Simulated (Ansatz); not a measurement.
An input meant for B₆P₄Cl₆, a halide-capped nanocrystal cut from zinc blende BP (6 Cl on the cations) (charge 0, singlet; atoms displaced at random, 0.15 Å in each coordinate; with a point charge).

```yaml
crystal:
  periodic: [false, false, false]
  atoms:
    - {symbol: P, position_ang: [-1.303399, 1.646627, -1.197505]}
    - {symbol: P, position_ang: [1.183037, -0.917701, -1.070604]}
    - {symbol: P, position_ang: [-1.344329, -1.254428, 0.979292]}
    - {symbol: P, position_ang: [1.169170, 1.207055, 1.506827]}
    - {symbol: B, position_ang: [-2.292943, 0.180612, -0.322245]}
    - {symbol: B, position_ang: [0.305315, -1.652796, 0.090994]}
    - {symbol: B, position_ang: [-0.183174, 0.019198, -1.502509]}
    - {symbol: B, position_ang: [0.520739, 2.066594, -0.226079]}
    - {symbol: B, position_ang: [1.896549, 0.140385, 0.226597]}
    - {symbol: B, position_ang: [0.014275, -0.200016, 2.105612]}
    - {symbol: Cl, position_ang: [-3.623243, -0.146518, -0.430107]}
    - {symbol: Cl, position_ang: [0.902817, -3.033187, 1.056815]}
    - {symbol: Cl, position_ang: [-1.356090, -0.651718, -3.142354]}
    - {symbol: Cl, position_ang: [1.196029, 3.145397, -0.736873]}
    - {symbol: Cl, position_ang: [3.489325, 0.279267, -0.007660]}
    - {symbol: Cl, position_ang: [-0.088041, -0.472647, 3.783673]}
basis:
  gaussian: {orbitals: pcseg-2, fitting: {mean_field: cc-pVTZ-jkfit}, point_charges: [{charge: 2.00, position_ang: [6.787, -0.548, 0.922]}]}
magnetization: {spin_polarized: true, initial_magnetization: 3}
hamiltonian: {xc: {name: r2SCAN0}, dispersion: d4}
scf: {omitted_lower_state_checks: [starts]}
output: {forces: true}
```

```sh
$ ansatz run in.yaml --threads 4 --pin off --events-out ev --progress --plain --max-ram 6963MiB
```

It prints (some lines left out):

```
Error: a molecule whose nuclei and cores have a total charge of 192 cannot have a net charge of 0 together with 3 unpaired electrons
```

In this input the number of unpaired electrons doesn't fit the electron count. The program refused the input.
